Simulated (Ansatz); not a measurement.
Reactions of CH7AlClNSi, SMILES `C[SiH](Cl)[NH][AlH2]`.

Computed with Ansatz on PBE0-D4/def2-TZVP structures; ΔE is electronic, products minus reactants. CCSD(T)/CBS is the MP2 limit (def2-TZVPP, def2-QZVPP) plus CCSD(T) − MP2 in def2-TZVPP, frozen cores. This one scheme is used for every species. Functionals use def2-TZVPP. def2 core potentials past Kr. For Sn, Y outer-core shells are correlated without core-valence functions, which leaves a few kJ/mol of doubt a bond. One conformer a species, not always the lowest.

```csv
reaction,CCSD(T)/CBS(def2) (kJ/mol)
`C[SiH](Cl)[NH][AlH2]` + `CC(N)=S` → `CC(=S)[NH][AlH2]` + `C[SiH](N)Cl`,14
`C[SiH](Cl)[NH][AlH2]` + `N=C=O` → `C[SiH](Cl)N=C=O` + `[NH2][AlH2]`,-28
`C[SiH](Cl)[NH][AlH2]` + `CC(=N)[SiH3]` → `C[SiH]([SiH3])[NH][AlH2]` + `CC(=N)Cl`,134
`C[SiH](Cl)[NH][AlH2]` + `BN=C` → `C=N[SiH](C)Cl` + `B[NH][AlH2]`,8
`C[SiH](Cl)[NH][AlH2]` + `C=C(F)S` → `C[SiH](S)Cl` + `C=C(F)[NH][AlH2]`,?
`C[SiH](Cl)[NH][AlH2]` + `BC(F)CC` → `CC[CH](F)[AlH2]` + `BN[SiH](C)Cl`,-3
`C[SiH](Cl)[NH][AlH2]` + `F[SiH2][SnH3]` → `C[SiH](Cl)[SnH3]` + `F[SiH2][NH][AlH2]`,-14
`C[SiH](Cl)[NH][AlH2]` + `[CH3][Y]([CH3])[CH3]` → `C[SiH](C)[NH][AlH2]` + `[CH3][Y]([CH3])[Cl]`,?
`C[SiH](Cl)[NH][AlH2]` + `N=C=CO` → `N=C=C[O][AlH2]` + `C[SiH](N)Cl`,?
```

Task: Fill in the missing values. (An estimate is asked.)

Result: Computed: `C[SiH](Cl)[NH][AlH2]` + `C=C(F)S` → `C[SiH](S)Cl` + `C=C(F)[NH][AlH2]`: -14.3 kJ/mol; `C[SiH](Cl)[NH][AlH2]` + `[CH3][Y]([CH3])[CH3]` → `C[SiH](C)[NH][AlH2]` + `[CH3][Y]([CH3])[Cl]`: -147.1 kJ/mol; `C[SiH](Cl)[NH][AlH2]` + `N=C=CO` → `N=C=C[O][AlH2]` + `C[SiH](N)Cl`: -36.3 kJ/mol.

Largest T1 diagnostic: 0.018, for `N=C=O`.
